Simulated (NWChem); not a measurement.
System: PbSiH$_{3}$Br, singlet; SMILES [Br][Pb][SiH3]

```xyz
6

Pb     0.5259     0.5780     0.0000
Br    -0.1458    -1.9761     0.0000
Si    -2.1430     1.2605     0.0000
H     -2.8108     0.6875     1.2137
H     -2.8108     0.6875    -1.2137
H     -2.3946     2.7412     0.0000
```
Atoms are numbered in this order, from 1.

Program: NWChem. Low-valent species are run as closed-shell singlets; no triplet was tried in these runs. Structure relaxed at the PBE0/def2-SVP level. Not confirmed as a minimum by frequencies. def2 effective core potentials on Pb; no spin-orbit coupling. Ions are spin-unrestricted doublets at the neutral geometry; other ion states weren't tried.

For level PBE/def2-SVP:

```yaml
vertical ionisation energy, ΔSCF (eV): 8.10
"−ε(HOMO) (eV)": 5.45
```

Question: Estimate the same quantities for level PBE0/def2-SVP.

Answer: 
| Item | Result |
|---|---|
| vertical ionisation energy, ΔSCF (eV) | 8.30 |
| −ε(HOMO) (eV) | 6.43 |
